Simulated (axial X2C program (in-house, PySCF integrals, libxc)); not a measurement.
# Outer orbitals of BeB⁻ at 1.887 Å, HF

Computed with an axial X2C code built on PySCF integrals. Spin-free means the one-electron spin-free X2C Hamiltonian; two-component (2c) means X2C with spin–orbit coupling and atomic mean-field two-electron Coulomb and Gaunt terms, so the difference of the two also holds small scalar two-electron terms. Basis: B dyall-av3z [8s7p3d2f], Be dyall-av3z [9s9p4d2f] (cores contracted in-house); Gaussian nuclei, density fitting, unrestricted open shells. Masses: B 11.009 u, Be 9.012 u.

The distance is close to the 2c PBE0 minimum; the highest filled and lowest empty levels are listed.

Spin-free orbitals, state M_S = 2, Λ = 0 (beyond evenly filled blocks: 2 × σα, π+α, π-α) (Löwdin shares):

```json
{"symmetry": "σα", "occupied": "yes", "ε (eV)": "-11.35", "atomic character": "57% B s, 18% Be s, 16% Be p"}
{"symmetry": "σβ", "occupied": "yes", "ε (eV)": "-5.95", "atomic character": "47% B s, 21% Be s, 19% Be p"}
{"symmetry": "σα", "occupied": "yes", "ε (eV)": "-5.08", "atomic character": "58% B p, 25% Be s, 7% Be p"}
{"symmetry": "σα", "occupied": "yes", "ε (eV)": "-2.54", "atomic character": "46% Be p, 24% B p, 18% Be s"}
{"symmetry": "π+α", "occupied": "yes", "ε (eV)": "-1.68", "atomic character": "60% B p, 32% Be p, 5% Be d"}
{"symmetry": "π-α", "occupied": "yes", "ε (eV)": "-1.68", "atomic character": "60% B p, 32% Be p, 5% Be d"}
{"symmetry": "π-β", "occupied": "no", "ε (eV)": "2.47", "atomic character": "99% Be p"}
{"symmetry": "π+β", "occupied": "no", "ε (eV)": "2.47", "atomic character": "99% Be p"}
{"symmetry": "π-α", "occupied": "no", "ε (eV)": "2.47", "atomic character": "99% Be p"}
{"symmetry": "π+α", "occupied": "no", "ε (eV)": "2.47", "atomic character": "99% Be p"}
{"symmetry": "σβ", "occupied": "no", "ε (eV)": "2.48", "atomic character": "90% Be p, 10% Be s"}
```

Spinors with spin–orbit coupling (state Ω = 2):

```csv
ω,occupied,ε (eV),atomic character,λ mixture
1/2,yes,-11.35,"57% B s, 18% Be s, 16% Be p",100% σ
-1/2,yes,-5.95,"47% B s, 21% Be s, 19% Be p",100% σ
1/2,yes,-5.08,"58% B p, 25% Be s, 7% Be p",100% σ
1/2,yes,-2.54,"46% Be p, 24% B p, 18% Be s",100% σ
-1/2,yes,-1.68,"60% B p, 32% Be p, 5% Be d",100% π
3/2,yes,-1.68,"60% B p, 32% Be p, 5% Be d",100% π
-3/2,no,2.47,99% Be p,100% π
1/2,no,2.47,99% Be p,100% π
-1/2,no,2.47,99% Be p,100% π
3/2,no,2.47,99% Be p,100% π
-1/2,no,2.48,"90% Be p, 9% Be s",100% σ
```

Mulliken charges and populations of the two-component result (they depend on the basis, above all on diffuse functions):

B -0.93 e (s 3.67 p 2.25 d 0.01), Be -0.07 e (s 2.83 p 1.21 d 0.03). ⟨Lz⟩ = 0.00 ħ and ⟨Sz⟩ = 2.00 ħ (1.17 and 0.83 on the two atoms), which add up to Ω.

The spin of this state cannot come from the lowest atoms; the curve heads to a higher limit, and no De is given. The state is one determinant with fixed occupations, lowest in a PBE0 search at one distance only: followed along the bond, the 2c determinant Ω = 1 reaches 0.09 eV lower at PBE0, at Re = 1.623 Å, so the state shown is not the lowest. With several unpaired electrons one determinant need not be a pure state. A state of lower Ω lies just above, and one determinant can place such states too high, so the state shown need not be the lowest. The search has Ω = 1 only 0.10 eV up. Open-shell Ω = 0 determinants with evenly filled partner blocks cannot be reached by this program, so the Ω shown need not be the lowest component.
